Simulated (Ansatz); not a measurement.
As₅P₄⁻, relaxed as a singlet with RKS PBE-D4/def2-SVP in Ansatz, starting from the GFN2-xTB geometry. Force threshold 0.03 eV/Å.

The structure comes from a short search, and lower isomers may exist.

Start:

Cartesian coordinates in Å:
```
P -2.458 -0.052 -0.028
P -1.556 1.577 0.951
P -0.881 -1.290 -1.039
P -1.629 -0.315 1.934
As 0.101 -1.691 1.018
As 1.306 1.694 -0.382
As 2.706 -0.060 -1.348
As 0.403 0.296 -2.136
As 2.008 -0.159 1.029
```

```json
{"step": "1", "energy (eV)": "-341258.5772", "largest force component (eV/Å)": "1.847", "SCF passes": "21"}
{"step": "2", "energy (eV)": "-341258.9192", "largest force component (eV/Å)": "0.596", "SCF passes": "23"}
{"step": "3", "energy (eV)": "-341258.9623", "largest force component (eV/Å)": "0.217", "SCF passes": "22"}
{"step": "4", "energy (eV)": "-341258.9808", "largest force component (eV/Å)": "0.141", "SCF passes": "22"}
{"step": "5", "energy (eV)": "-341258.9856", "largest force component (eV/Å)": "0.206", "SCF passes": "23"}
{"step": "6", "energy (eV)": "-341258.9912", "largest force component (eV/Å)": "0.062", "SCF passes": "22"}
{"step": "7", "energy (eV)": "-341258.9923", "largest force component (eV/Å)": "0.071", "SCF passes": "23"}
{"step": "8", "energy (eV)": "-341258.9934", "largest force component (eV/Å)": "0.031", "SCF passes": "22"}
{"step": "9", "energy (eV)": "-341258.9939", "largest force component (eV/Å)": "0.019", "SCF passes": "22"}
{"step": "10", "energy (eV)": "-341258.9944", "largest force component (eV/Å)": "0.021", "SCF passes": "22"}
{"step": "11", "energy (eV)": "-341258.9957", "largest force component (eV/Å)": "0.073", "SCF passes": "28"}
{"step": "12 (rejected)", "energy (eV)": "-341258.9954", "largest force component (eV/Å)": "0.202", "SCF passes": "23"}
{"step": "13", "energy (eV)": "-341258.9994", "largest force component (eV/Å)": "0.046", "SCF passes": "23"}
{"step": "14", "energy (eV)": "-341259.0041", "largest force component (eV/Å)": "0.087", "SCF passes": "28"}
{"step": "15", "energy (eV)": "-341259.0048", "largest force component (eV/Å)": "0.076", "SCF passes": "22"}
{"step": "16", "energy (eV)": "-341259.0049", "largest force component (eV/Å)": "0.066", "SCF passes": "15"}
{"step": "17", "energy (eV)": "-341259.0054", "largest force component (eV/Å)": "0.006", "SCF passes": "23"}
```

Force components are those of the run's own axes.

End:

Cartesian coordinates in Å:
```
P -2.469 -0.025 -0.103
P -1.381 1.658 0.905
P -0.862 -1.323 -1.081
P -1.559 -0.293 1.973
As 0.147 -1.710 1.011
As 0.810 1.748 -0.129
As 2.768 -0.315 -1.401
As 0.506 0.340 -2.116
As 2.040 -0.080 0.942
```

Bonds lost: As6–As7 (atoms count from 1). Bonds formed: P2–As6 (atoms count from 1).

The force fell under the threshold at step 9, but the optimiser went on and released 0.012 eV more. No frequencies were taken in this run, so the end may be a saddle point.

It took 93 s on 4 threads of Arm Neoverse V1 on a shared host.
